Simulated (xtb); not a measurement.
xtb input (GFN1-xTB):

```bash
xtb mol.xyz --gfn 1 --opt tight --chrg 0 --uhf 0
```
mol.xyz:
```
15

O     -0.77828309    -1.95620229     0.16572503
Si    -0.03136614    -0.60674686    -0.37569886
O      0.63701877    -0.77641631    -1.85776790
O     -1.17496317     0.53912529    -0.41194615
Si    -2.48466473     1.10252980     0.40540225
O      1.19162015    -0.21691239     0.61146102
Si     2.57604848     0.66519840     0.68917857
H     -0.23663929    -2.71833423     0.38346757
H      0.05067144    -0.87902984    -2.61096256
H     -3.68206200     0.30910361     0.05105782
H     -2.25474976     1.02514647     1.86583755
H     -2.69125986     2.51186401     0.00916016
H      3.69327862    -0.09212916     0.08329319
H      2.86867094     0.91997784     2.11584313
H      2.40870204     1.95290805    -0.02182027
```

End of the output:

```
     2  14 Si       6   8 O                                       1.6783119 (max)
     6   8 O        7  14 Si                                      1.6285044
     1   8 O        8   1 H                                       0.9430642 (min)
     3   8 O        9   1 H                                       0.9430989
     5  14 Si      10   1 H                                       1.4504535
     5  14 Si      11   1 H                                       1.4498655
     5  14 Si      12   1 H                                       1.4500131
     7  14 Si      13   1 H                                       1.4504534
     7  14 Si      14   1 H                                       1.4500131
     7  14 Si      15   1 H                                       1.4498665

 * 3 distinct bonds (by element types)

   Z      Z             #   av. dist./Å        max./Å        min./Å
   1 H    8 O           2     0.9430816     0.9430989     0.9430642
   1 H   14 Si          6     1.4501108     1.4504535     1.4498655
   8 O   14 Si          6     1.6330134     1.6783119     1.5922250

optimized geometry written to: xtbopt.xyz

           -------------------------------------------------
          | TOTAL ENERGY              -29.151018690546 Eh   |
          | GRADIENT NORM               0.000146626381 Eh/α |
          | HOMO-LUMO GAP               7.165548800323 eV   |
           -------------------------------------------------

------------------------------------------------------------------------
------------------------------------------------------------------------
 total:
 SCF:
 ANC optimizer:
```
